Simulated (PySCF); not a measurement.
How methods differ on the excitation energy of Ti

Ti [Ar] 3d2 4s2 (3F) → Ti [Ar] 3d3 4s1, s spin flipped, as a difference of total energies. Computed with PySCF 2.14 in x2c-TZVPPall (6s5p4d2f1g, 64 functions), with the spin-free X2C one-electron Hamiltonian (Gaussian nucleus). Correlated levels: valence and next inner shell: [Ne] frozen. The calculations carry no spin-orbit coupling.

```json
{"method": "UHF", "excitation energy (eV)": "1.450"}
{"method": "MP2 (valence and next inner shell)", "excitation energy (eV)": "1.317"}
{"method": "SCS-MP2 (valence and next inner shell)", "excitation energy (eV)": "1.603"}
```

Task: How much does correlation contribute at MP2 (valence and next inner shell)?

Result: 1.317 − (1.450) = -0.133 eV, measured against UHF.

The upper determinant mixes two multiplicities, so it lies between the two terms.
